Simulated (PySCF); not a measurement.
Compound: C4H14N2Si.
InChI=1S/C4H14N2Si/c1-4(2,3)6-7-5/h6H,5,7H2,1-3H3

Level of theory: TDDFT CAM-B3LYP/def2-SVPD, vertical, gas phase, core orbitals frozen in the response (PySCF 2.14.0, density-fitted response routines). The structure is a single PBE0-D3(BJ)/def2-SVP conformer in the gas phase; no vibrational or solvent corrections. Torsions of this conformer, `[CH3:1][C:2]([CH3:3])([CH3:4])[NH:5][SiH2:6][NH2:7]`: C1–C2–N5–Si6 -85°, C2–N5–Si6–N7 -173°, H–N7–Si6–N5 66°, H–N7–Si6–N5 -150°.

Computed states:

```tsv
state	E (eV)	f
S1	6.31	0.014
S2	6.47	0.032
S3	6.60	0.020
S4	7.29	0.013
S5	7.47	0.0019
S6	7.68	0.035
S7	7.78	0.023
S8	7.91	0.014
S9	8.04	0.0088
S10	8.13	0.029
```

Broadening: Gaussians 0.25 eV wide at half height, area fixed by f = 4.319×10⁻⁹ ∫ε dν̃. The width is an assumption, not a result. The curve ends short of the highest state used, and states not computed would add to its high-energy end.

Question: Give the broadened spectrum and its maxima.

Answer: 
(λ (nm), ε (L mol⁻¹ cm⁻¹)): (164.7, 1807), (165.5, 1296), (166.3, 1071), (167.1, 1069), (167.9, 1196), (168.7, 1350), (169.5, 1445), (170.3, 1426), (171.1, 1284), (171.9, 1052), (172.7, 784), (173.5, 532), (174.3, 330), (175.1, 187), (175.9, 98), (176.7, 48), (177.5, 24), (178.3, 18), (179.1, 27), (179.9, 56), (180.7, 117), (181.5, 228), (182.3, 410), (183.1, 683), (183.9, 1059), (184.7, 1536), (185.5, 2097), (186.3, 2709), (187.1, 3327), (187.9, 3905), (188.7, 4399), (189.5, 4769), (190.3, 4989), (191.1, 5046), (191.9, 4942), (192.7, 4701), (193.5, 4353), (194.3, 3937), (195.1, 3485), (195.9, 3023), (196.7, 2568), (197.5, 2132), (198.3, 1724), (199.1, 1352), (199.9, 1024), (200.7, 747), (201.5, 524), (202.3, 352), (203.1, 227), (203.9, 140), (204.7, 83), (205.5, 47), (206.3, 25), (207.1, 13), (207.9, 7), (208.7, 3)

Maxima: 191 nm (6.49 eV), ε about 5000, made up of S2 (68%) and S3 (25%); 170 nm (7.30 eV), ε about 1500, made up of S4 (95%) (ε in L mol⁻¹ cm⁻¹; maxima over ε = 5, shares over 10%). At its high-energy end, 7.53 eV, the curve is still rising (ε about 1800, from S6).

Question: On this curve, what absorbance would a 10⁻³ mol/L sample give at 193 nm over a 1 cm path?

Answer: 193 nm is 6.424 eV, where ε is about 4600 L mol⁻¹ cm⁻¹, so A = ε c l ≈ 4.6 (Beer–Lambert, with the gas-phase spectrum and the assumed width).

Question: Does any computed singlet lie in the visible range?

Answer: No computed singlet lies in the visible range (380 to 750 nm); the lowest, at 196 nm, stands 3.05 eV above its violet end (3.26 eV).

Question: What would ε be at 6.49 eV, the highest of these maxima, with half the width (0.125 eV)?

Answer: About 7010 L mol⁻¹ cm⁻¹ against 5050, a factor of about 1.4; a lone state at its own centre would give exactly 2.

All these states lie below the vertical ionisation energy of 8.60 eV (ΔSCF).

The run took 5.4 min of wall time on an Arm Neoverse V1 with one thread, shared host, and the process peaked at 1.3 GiB of memory.
